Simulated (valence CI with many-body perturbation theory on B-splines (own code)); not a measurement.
**E1 line list for Cr XII**

Method: configuration interaction combined with many-body perturbation theory (CI+MBPT): three valence electrons over a frozen Dirac-Fock core [Ne], a basis of 11 s, 11 p, 10 d, 8 f, 5 g, 2 h functions for each j, with the one-electron correlation potential Σ1, the two-electron term Σ2, the three-electron term Σ3, Breit, model QED; selected CI, second order for the rest, scaled by the run's own slope (own B-spline code, finite nucleus).

No measured levels were compared; by estimate levels of excited configurations hold to 0.05 to 0.15 % of their energy, terms of the ground configuration to about 0.5 %.

Lines 51 to 100 of 586 in falling wavelength, among levels below 1460300 cm⁻¹, chosen from the strongest by gf and those to the six lowest levels. Wavelengths and rates use the calculated energies, so an error of 200 cm⁻¹ moves a line at 453.8 Å by 0.091 % and its rate by three times that or more. Electric multipoles are in the length gauge, E1 and E2 with the static RPA response of the core. Weak lines are less certain than strong ones. Lines between different terms over intervals too small for the method are left out, as are lines whose strength nearly cancels. Where a level lies close to another of its J and parity, the split of strength between their lines is uncertain. The highest levels of a list are the least certain.

Names give the largest LS component (configuration and term), which can be under half, so a name can repeat, a term be missing and a line seem to break the LS rules; names also repeat where a configuration has a term twice. Letters in brackets count levels of one name in rising energy.

```csv
λ vac (Å),Upper,Lower,A (s⁻¹),S (a.u.)
453.8,3p 3d2 2H°_11/2,3s 3d2 2G_9/2,5.65e+09,3.13e+00
450.7,3p2 3d 2G_9/2,3s 3p 3d 2F°_7/2 [a],3.22e+09,1.45e+00
449.9,3p2 3d 2F_7/2 [b],3s 3p 3d 2D°_5/2 [b],2.05e+09,7.36e-01
447.2,3p 3d2 4D°_3/2 [a],3s 3d2 4P_3/2,1.85e+09,3.27e-01
442.7,3p 3d2 4D°_5/2 [a],3s 3d2 4P_5/2,1.05e+09,2.70e-01
442.0,3p 3d2 4D°_5/2 [a],3s 3d2 4P_3/2,1.48e+09,3.79e-01
439.7,3p 3d2 4D°_7/2 [a],3s 3d2 4P_5/2,1.75e+09,5.88e-01
436.0,3p2 3d 2G_7/2,3s 3p 3d 2F°_5/2 [a],3.44e+09,1.13e+00
434.6,3p2 3d 2P_3/2 [a],3s 3p 3d 2D°_5/2 [a],1.74e+09,2.82e-01
431.8,3p 3d2 4F°_7/2,3s 3d2 4P_5/2,1.11e+09,3.53e-01
429.3,3p 3d2 2D°_5/2 [b],3s 3d2 2F_7/2,1.12e+09,2.62e-01
426.3,3s 3p 3d 2F°_5/2 [a],3s2 3d 2D_3/2,1.16e+09,2.67e-01
426.3,3p2 3d 4F_3/2,3s 3p 3d 4D°_1/2,1.92e+09,2.94e-01
426.2,3p 3d2 2P°_3/2 [a],3s 3d2 2D_5/2,2.90e+09,4.43e-01
425.1,3p2 3d 4F_7/2,3s 3p 3d 4D°_5/2,1.28e+09,3.87e-01
418.7,3p2 3d 4F_5/2,3s 3p 3d 4D°_3/2,1.71e+09,3.72e-01
418.6,3p3 2D°_3/2,3s 3p2 2D_3/2,1.82e+09,2.63e-01
417.1,3p3 2D°_5/2,3s 3p2 2D_5/2,2.35e+09,5.04e-01
416.9,3p 3d2 4P°_3/2,3s 3d2 4P_5/2,2.62e+09,3.74e-01
416.6,3p2 3d 4F_9/2,3s 3p 3d 4D°_7/2,2.84e+09,1.01e+00
415.8,3p 3d2 4P°_3/2,3s 3d2 4P_1/2,2.38e+09,3.38e-01
415.5,3p 3d2 4P°_1/2,3s 3d2 4P_3/2,3.67e+09,2.60e-01
415.2,3p3 2D°_5/2,3s 3p2 2D_3/2,2.22e+08,4.71e-02
414.3,3p2 3d 2F_5/2 [b],3s 3p 3d 2F°_5/2 [b],2.08e+09,4.38e-01
412.9,3s 3p2 2D_3/2,3s2 3p 2P°_3/2,9.58e+07,1.33e-02
411.2,3s 3p 3d 2F°_7/2 [a],3s2 3d 2D_5/2,1.63e+09,4.48e-01
411.0,3s 3p2 2D_5/2,3s2 3p 2P°_3/2,1.54e+09,3.16e-01
409.6,3p 3d2 4P°_5/2,3s 3d2 4P_5/2,3.45e+09,7.02e-01
409.0,3p 3d2 4P°_5/2,3s 3d2 4P_3/2,2.07e+09,4.19e-01
408.8,3p2 3d 4F_7/2,3s 3p 3d 4P°_5/2,1.46e+09,3.93e-01
405.5,3p2 3d 2F_7/2 [b],3s 3p 3d 2F°_7/2 [b],2.63e+09,6.92e-01
403.7,3p 3d2 2F°_7/2 [c],3s 3d2 2F_7/2,1.83e+09,4.76e-01
402.6,3p 3d2 2F°_7/2 [c],3s 3d2 2F_5/2,2.60e+09,6.70e-01
399.8,3p3 4S°_3/2,3s 3p2 2D_3/2,3.36e+07,4.24e-03
397.9,3p2 3d 4D_3/2,3s 3p 3d 4P°_3/2,2.22e+09,2.76e-01
397.5,3p2 3d 4D_5/2,3s 3p 3d 4D°_5/2,1.89e+09,3.52e-01
397.2,3p2 3d 4D_5/2,3s 3p 3d 4P°_3/2,1.26e+09,2.33e-01
396.1,3p 3d2 2F°_5/2 [c],3s 3d2 2F_5/2,2.82e+09,5.20e-01
393.0,3s 3p2 2D_3/2,3s2 3p 2P°_1/2,1.74e+09,2.08e-01
392.5,3p 3d2 2G°_9/2,3s 3d2 2F_7/2,1.29e+10,3.84e+00
391.9,3p 3d2 4D°_5/2 [a],3s 3d2 4F_7/2,2.09e+09,3.72e-01
391.7,3p 3d2 2F°_7/2 [a],3p2 3d 2F_7/2 [b],1.17e+09,2.78e-01
391.4,3p2 3d 4D_7/2,3s 3p 3d 4D°_5/2,9.57e+08,2.26e-01
390.8,3p2 3d 4D_7/2,3s 3p 3d 4D°_7/2,1.25e+09,2.95e-01
390.7,3p 3d2 4D°_7/2 [a],3s 3d2 4F_9/2,2.95e+09,6.95e-01
390.1,3p 3d2 2F°_5/2 [b],3s 3d2 2D_3/2,4.79e+09,8.43e-01
389.4,3p 3d2 2F°_5/2 [b],3s 3d2 2G_7/2,2.68e+09,4.69e-01
389.0,3p 3d2 2G°_7/2 [b],3s 3d2 2F_7/2,1.87e+09,4.34e-01
388.4,3p 3d2 2F°_7/2 [b],3s 3d2 2D_5/2,5.44e+09,1.26e+00
387.9,3p 3d2 2G°_7/2 [b],3s 3d2 2F_5/2,1.04e+10,2.39e+00
```
